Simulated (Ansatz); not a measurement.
Frontier orbitals of Cl3GaH3P (`[PH3+][Ga-]([Cl])([Cl])[Cl]`).

Total charge 0; spin multiplicity 1. Correlated methods include outer-core shells of Ga, which these sets cover unevenly. Scalar relativity is left out up to krypton. The geometry is a stationary point of PBE0-D4/def2-TZVP. It is one conformer, not always the lowest. Basis def2-TZVPP, Ansatz.

```csv
functional,HOMO (eV),LUMO (eV)
BHLYP,-9.91,0.07
```

(1) Give HOMO and LUMO (eV) with LDA (SPW92), PBE, revPBE, BLYP, r2SCAN, B97M-V, PBE0, B3LYP, r2SCANh, r2SCAN0, HSE06 (plane-wave form), CAM-B3LYP, LC-ωPBE, ωB97X-V, ωB97M-V, HF. (Estimate.)

Results:

(1) Ansatz gave: 
| functional | HOMO | LUMO |
| --- | --- | --- |
| LDA (SPW92) | -7.38 | -2.14 |
| PBE | -7.24 | -1.83 |
| revPBE | -7.18 | -1.72 |
| BLYP | -7.06 | -1.79 |
| r2SCAN | -7.61 | -1.50 |
| B97M-V | -7.70 | -1.62 |
| PBE0 | -8.65 | -0.87 |
| B3LYP | -8.36 | -1.19 |
| r2SCANh | -8.12 | -1.16 |
| r2SCAN0 | -8.90 | -0.68 |
| HSE06 (plane-wave form) | -8.25 | -1.24 |
| CAM-B3LYP | -10.02 | 0.10 |
| LC-ωPBE | -11.44 | 1.38 |
| ωB97X-V | -11.09 | 1.26 |
| ωB97M-V | -10.93 | 0.98 |
| HF | -11.79 | 2.48 |

B3LYP here is the variant with VWN-RPA as its local correlation; programs differ in this. LC-ωPBE has ω = 0.4 bohr⁻¹. Positive LUMOs are unbound and depend on the basis.
